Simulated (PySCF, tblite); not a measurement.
Species: C5H8FNO2.
Structure used (GFN2-xTB), in Å, numbered top down from 1:
```xyz
17
C5H8FNO2 angstrom
C     -3.3195   -0.2773    0.3835
O     -1.9185   -0.0818    0.4477
C     -1.1370   -1.0791   -0.0289
F     -1.7907   -2.1934   -0.4176
C      0.1881   -1.0155   -0.1222
N      0.9134    0.1071    0.2643
C      2.2732    0.1848    0.1599
C      2.8283    1.5022    0.6539
O      2.9457   -0.7168   -0.2833
H     -3.7599    0.6359    0.7768
H     -3.6277   -1.1302    0.9939
H     -3.6498   -0.4348   -0.6467
H      0.7698   -1.8379   -0.5015
H      0.3828    0.8810    0.6352
H      2.5853    1.6380    1.7058
H      2.4021    2.3266    0.0861
H      3.9075    1.5034    0.5326
```

Level of theory: PBE0/pcSseg-1 in PySCF (dipole) on a GFN2-xTB geometry, gas phase.

Masses are those of the commonest isotopes; rigid-rotor values at the optimised geometry. The values belong to one conformer with, in the numbering `[CH3:1][O:2]/[C:3]([F:4])=[CH:5]\[NH:6][C:7]([CH3:8])=[O:9]`, C1–O2–C3–F4 -5°, C3–C5–N6–C7 -179°, C5–N6–C7–C8 180°.

Task: What are A, B and C (GHz)?

Result: Ia = 127.82, Ib = 688.14, Ic = 809.37 u·Å²; 505379 MHz·u·Å²/I gives 3954, 734.4 and 624.4 MHz, that is A = 3.9538, B = 0.7344, C = 0.6244 GHz.

Task: Classify the top.

Result: A near-prolate asymmetric top. Ray's parameter κ = (2B − A − C)/(A − C) = -0.934; −1 is the prolate and +1 the oblate limit.

Task: Is it planar, by Δ = Ic − Ia − Ib?

Result: Not planar: Δ = Ic − Ia − Ib = -6.59 u·Å². For a rigid frame Δ = −2 Σ m c², so Σ m c² = 3.29 u·Å² lies off the ab plane: 3.19 from hydrogen and 0.10 from heavier atoms. The atom farthest from that plane is 0.98 Å away.

Task: Give the other two planar moments, Paa and Pbb, and the rms extents of the mass along the axes.

Result: Paa = Σ m a² = (Ib + Ic − Ia)/2 = 684.85 and Pbb = Σ m b² = (Ia + Ic − Ib)/2 = 124.53 u·Å². With the mass M = 133.05 u, the rms extents √(P/M) along a, b and c are 2.27, 0.97, 0.16 Å.

Task: Predict some low-J microwave lines.

Result: The dipole components are |μa| = 2.78 D, |μb| = 4.08 D, |μc| = 0.02 D. The squared components, which scale the intensities, stand as 0.46 : 1.00 : 0.00 (a : b : c). Some lines, for components of 0.1 D or more:

```csv
type,branch,"J(Ka,Kc)",MHz,lower level (cm⁻¹)
a,Q,"2(1,1) ← 2(1,2)",330,0.240
a,R,"1(0,1) ← 0(0,0)",1359,0.000
a,R,"2(1,2) ← 1(1,1)",2608,0.153
a,R,"2(0,2) ← 1(0,1)",2715,0.045
a,R,"2(1,1) ← 1(1,0)",2828,0.156
b,Q,"1(1,0) ← 1(0,1)",3329,0.045
b,Q,"2(1,1) ← 2(0,2)",3442,0.136
b,R,"1(1,1) ← 0(0,0)",4578,0.000
b,R,"2(1,2) ← 1(0,1)",5827,0.045
b,Q,"2(2,0) ← 2(1,1)",9661,0.251
b,Q,"2(2,1) ← 2(1,2)",9988,0.240
b,R,"2(2,1) ← 1(1,0)",12486,0.156
b,R,"2(2,0) ← 1(1,1)",12599,0.153
```

Its GFN2-xTB frequencies are all real (lowest 16 cm⁻¹). These are rigid-rotor constants of the computed structure; measured ground-state constants (B0) also hold zero-point vibration. A rigid rotor knows nothing of internal rotation, which can split or shift real lines. Quadrupole hyperfine structure (14N) is left out.
